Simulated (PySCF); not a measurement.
Bonds (- single, = double, # triple, : aromatic): Si1-C2 1.904 Å, C2-O3 1.413 Å, O3-Si4 1.667 Å, Si4-P5 2.250 Å. Si1 carries H6, H7, H8; C2 carries H9, H10; Si4 carries H11, H12; P5 carries H13, H14.

Geometry: PBE0-D3(BJ)/def2-SVP; GIAO absolute shieldings from PySCF 2.14, gas phase, non-relativistic, averaged over equivalent atoms.

At PBE0/6-31G (75 basis functions, 8.1 s wall time on 1 thread of an Arm Neoverse V1, shared host):
```tsv
atoms	σ (ppm)
Si4	414.0
Si1	497.0
C2	146.3
O3	346.3
P5	637.9
H11/H12	27.11
H9/H10	28.78
H6/H7/H8	28.85
H13/H14	30.99
```

Problem. Predict the values at PBE0/IGLO-III on the same geometry.

Solution. 
| atoms | σ at PBE0/IGLO-III | change |
| --- | --- | --- |
| Si4 | 350.1 | -63.9 |
| Si1 | 419.8 | -77.2 |
| C2 | 127.1 | -19.2 |
| O3 | 323.2 | -23.1 |
| P5 | 590.6 | -47.3 |
| H11/H12 | 25.67 | -1.44 |
| H9/H10 | 27.52 | -1.26 |
| H6/H7/H8 | 27.32 | -1.53 |
| H13/H14 | 29.78 | -1.21 |

The largest change is at Si1 (silicon bonded to C, 3 H). Cost: 292 basis functions, 45 s wall time on 1 thread of an Arm Neoverse V1, shared host.
